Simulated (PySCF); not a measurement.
Gas-phase reaction: SnH₄ + SnF₂ + 2 H = 2 SnH₃F

Energies from PySCF (xtb for GFN2), thermal terms from the rigid-rotor harmonic-oscillator model, ideal gas at 1 bar. † marks an energy on the PBE0/def2-TZVP geometry and frequencies; other levels use their own. MP2 and CCSD(T) freeze the core. Open shells (unrestricted): H (multiplicity 2); the rest are closed-shell singlets. GFN2 has no spin-polarisation term. Sn: scalar-relativistic def2 core potential, no spin-orbit coupling. SnH₃F: computed as isolated molecules; such fragments, hydroxides, amides, oligomers or adducts are transient or little studied in the gas. MP2 isn't extrapolated to the basis-set limit; its ΔH°(298 K) is -356.7 kJ in def2-SVP and -353.2 kJ in def2-TZVPP. CCSD(T) isn't extrapolated to the basis-set limit; its ΔH°(298 K) is -373.7 kJ in def2-SVP and -387.0 kJ in def2-TZVPP. The harmonic model lacks anharmonicity and excited electronic states, which grow with temperature; levels with a mode under 35 cm⁻¹ are left out.

```csv
level,"ΔE electronic, kJ","ΔH°(298 K), kJ","ΔS°(298 K), J/K","ΔG°(1400 K), kJ"
CCSD(T)/def2-TZVPP†,-415,-387,-211,-78
GFN2-xTB,-321,-304,-210,-3
HF/def2-TZVP†,-328,-300,-211,9
MP2/def2-TZVPP†,-381,-353,-211,-44
PBE/def2-SVP,-371,-345,-211,-36
ωB97X-V/def2-TZVP†,-416,-388,-211,-79
```
ΔH° is lowest at ωB97X-V/def2-TZVP† and highest at HF/def2-TZVP†. No reference value is set beside these.
